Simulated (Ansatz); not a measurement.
Br2H4HfN2 (`[NH2][Hf]([NH2])([Br])[Br]`), relaxed with RKS PBE0-D4/def2-TZVP in Ansatz 0.2.0 from a GFN2-xTB geometry. The force threshold is 0.005 eV/Å; the program also tests the step.

Charge 0, multiplicity 1. Hf: def2 effective core potential.

Start:

```xyz
9

N     0.205   -1.238   -1.248
Hf    0.111    0.512   -0.269
N    -0.404    0.426    1.670
Br   -1.485    2.010   -1.484
Br    2.343    1.635   -0.417
H    -0.609   -1.766   -1.563
H     0.943   -1.929   -1.119
H    -1.338    0.215    2.020
H     0.234    0.135    2.410
```

| step | energy (eV) | largest force (eV/Å) | largest move (Å) |
| --- | --- | --- | --- |
| 1 | -144432.7082 | 0.988 | 0.000 |
| 2 | -144432.7941 | 0.697 | 0.193 |
| 3 | -144432.8253 | 0.594 | 0.058 |
| 4 | -144432.8539 | 0.373 | 0.179 |
| 5 | -144432.8746 | 0.820 | 0.195 |
| 6 | -144432.9317 | 0.431 | 0.200 |
| 7 | -144432.9738 | 0.064 | 0.200 |
| 8 | -144432.9750 | 0.055 | 0.008 |
| 9 (rejected) | -144432.9689 | 0.663 | 0.196 |
| 10 | -144432.9813 | 0.034 | 0.098 |
| 11 | -144432.9840 | 0.040 | 0.080 |
| 12 (rejected) | -144432.9772 | 0.571 | 0.147 |
| 13 | -144432.9860 | 0.028 | 0.073 |
| 14 | -144432.9870 | 0.188 | 0.073 |
| 15 | -144432.9889 | 0.173 | 0.055 |
| 16 | -144432.9963 | 0.015 | 0.158 |
| 17 | -144432.9976 | 0.116 | 0.076 |
| 18 (rejected) | -144432.9951 | 0.385 | 0.106 |
| 19 | -144432.9999 | 0.027 | 0.053 |
| 20 | -144433.0006 | 0.144 | 0.085 |
| 21 | -144433.0014 | 0.034 | 0.026 |
| 22 | -144433.0019 | 0.004 | 0.027 |
| 23 | -144433.0020 | 0.052 | 0.034 |
| 24 | -144433.0021 | 0.020 | 0.013 |
| 25 | -144433.0021 | 0.006 | 0.007 |
| 26 | -144433.0021 | 0.003 | 0.003 |

End:

```xyz
9

N     0.071   -1.264   -1.115
Hf    0.180    0.560   -0.294
N    -0.380    0.301    1.617
Br   -1.451    2.111   -1.424
Br    2.559    1.384   -0.345
H    -0.731   -1.636   -1.607
H     0.836   -1.922   -1.183
H    -0.653   -0.573    2.043
H    -0.432    1.038    2.308
```

It took 93 s on 8 threads of an Arm Neoverse V1 on a shared host, with 0.86 GiB of host memory at the peak.
